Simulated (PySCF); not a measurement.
C₂H₈BeSi, SMILES [CH2](C)[Be][SiH3], singlet (PBE0/def2-SVP optimised geometry):

```
12

Be    -0.367    -0.249     0.000
C      1.319    -0.249     0.000
C      2.032     0.447     1.167
H      1.654     0.197    -0.959
H      1.655    -1.304    -0.064
H      1.770    -0.004     2.138
H      1.769     1.515     1.232
H      3.130     0.394     1.078
Si    -2.559    -0.266    -0.028
H     -3.130     0.885    -0.805
H     -3.147    -0.182     1.351
H     -3.113    -1.515    -0.650
```

Calculation: PySCF 2.14.0 with PBE0/def2-TZVP.

Q: What are the frontier orbital energies and the dipole moment?

A: HOMO-2 -9.41 eV, HOMO-1 -8.43 eV, HOMO -7.44 eV, LUMO -1.00 eV, LUMO+1 -0.92 eV; dipole moment 1.15 D.

Meta-Löwdin charges at PBE0/def2-TZVP: Be1 1.08, C2 -0.83, C3 -0.33, H4 0.11, H5 0.11, H6 0.11, H7 0.11, H8 0.11, Si9 -0.27, H10 -0.07, H11 -0.07, H12 -0.07.
